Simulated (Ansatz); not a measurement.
Potential energy surface of H3Al, singlet: umbrella (inversion) coordinate, bond length relaxed. Scanned: angle between the Al-H bonds and the threefold axis (90 = planar). Other coordinates (Al-H bond length) were minimised at PBE0/def2-TZVP.

CCSD/def2-SVP = CCSD on RHF/def2-SVP, frozen core (Ansatz, a first-principles code); RKS-B3LYP/def2-SVP = restricted B3LYP/def2-SVP (Ansatz); MP2/def2-SVP = Ansatz with MP2 on RHF/def2-SVP, frozen core.

Energies in kJ/mol, each method relative to its own lowest point.

```
a / °   CCSD/def2-SVP  RKS-B3LYP/def2-SVP  MP2/def2-SVP
------  -------------  ------------------  ------------
90                0.0                 0.0           0.0
92.51             1.2                 1.2           1.3
96.41             8.1                 7.7           8.4
98.90            15.7                14.9          16.1
102.27           29.8                28.4          30.7
104.26           40.3                38.5          41.6
107.37           59.9                57.4          61.9
111.30           90.3                86.8          93.4
114.61          121.0               116.7         125.3
116.92          145.2               140.5         150.5
119.29          172.5               167.4         179.0
122.79          217.5               212.0         226.1
125.79          260.8               255.2         271.5
128.43          302.6               297.2         315.4
132             364.8               360.4         380.8
```
